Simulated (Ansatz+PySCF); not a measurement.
A calculation with Ansatz (development build ahead of 0.2.0).

```yaml
crystal:
  periodic: [false, false, false]
  atoms:
    - { symbol: Br, position_ang: [0.0, 0.0, 0.0] }
basis:
  gaussian: { orbitals: def2-SVP }
magnetization:
  spin_polarized: true
  initial_magnetization: 1
hamiltonian:
  xc: hf
correlation:
  method: ccsd_t
  frozen_orbitals: { Br: 9 }
```

The input is written out in the form of the current development build from the run's settings.

The run gave:

| Item | Value |
| --- | --- |
| Converged | yes |
| Reference energy | -2572.08220 hartree |
| CCSD correlation energy | -0.21322 hartree |
| Triples correction | -0.00310 hartree |
| Total energy | -2572.29852 hartree |
| Spin squared of the determinant | 0.756 |
| Stability test | minimum |
| Largest doubles amplitude | 0.05 |
| Occupied orbitals by symmetry in an Abelian subgroup (alpha; beta) | 6 Ag 1 B1g 3 B1u 1 B2g 3 B2u 1 B3g 3 B3u; 6 Ag 1 B1g 3 B1u 1 B2g 2 B2u 1 B3g 3 B3u |
